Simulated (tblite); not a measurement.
C₉H₁₄P (charge +1).
Geometry (GFN2-xTB, Å), atoms numbered from 1 in this order:
```
atom  x, y, z in Å
C1    -2.207    1.798   -0.423
C2    -2.360    0.531   -0.756
C3    -1.232   -0.443   -0.807
C4    -1.490   -1.911   -0.379
C5    -0.140   -2.154    0.338
P6     0.094   -0.343    0.481
C7    -0.440    0.267    2.096
C8     1.642    0.306    0.057
C9     2.719    0.753   -0.269
C10    3.993    1.282   -0.635
H11   -1.234    2.194   -0.162
H12   -3.027    2.493   -0.420
H13   -3.326    0.133   -1.034
H14   -0.755   -0.418   -1.795
H15   -1.685   -2.589   -1.207
H16   -2.325   -1.973    0.317
H17    0.606   -2.602   -0.320
H18   -0.183   -2.720    1.267
H19   -1.431   -0.129    2.317
H20    0.272   -0.072    2.849
H21   -0.474    1.356    2.099
H22    3.893    2.333   -0.904
H23    4.686    1.194    0.201
H24    4.393    0.733   -1.487
```

Computed values, GFN2-xTB/tblite, gas phase, harmonic and unscaled. Errors from tens to a few hundred cm⁻¹ against measured bands are possible. One conformer, not necessarily the lowest. The optimisation stopped once no atom felt more than 0.01 eV/Å.

Lowest wavenumbers of the output (negative numbers stand for imaginary wavenumbers):
```
mode    cm-1
  1     -28.8
  2      50.6
  3      65.7
  4      84.7
  5     110.5
  6     127.8
  7     158.2
  8     170.4
  9     218.3
 10     256.0
 11     265.7
 12     312.2
 13     317.8
 14     353.5
 15     385.5
```

Q: Is this structure a minimum?

A: Not by this Hessian. 1 mode is imaginary beyond 20i (29i cm⁻¹), so at this level the point lies at or near a first-order saddle. The curvature is small, so loose convergence or finite differences may be the whole cause.

Q: Which atoms move in the imaginary mode?

A: 29i: H22 (methyl hydrogen) 33 %, H23 (methyl hydrogen) 33 %, H24 (methyl hydrogen) 32 %. These are shares of the mass-weighted motion.

Q: What is the remedy?

A: Step along that mode in both directions, optimise again with tighter thresholds and repeat the frequencies. The zero-point energy of this point (123.5 kcal/mol) counts the 65 real modes alone, and thermal corrections from it aren't those of a minimum.

Run on one thread, x86-64 server (shared host). This covers the Hessian and the dipole derivatives.
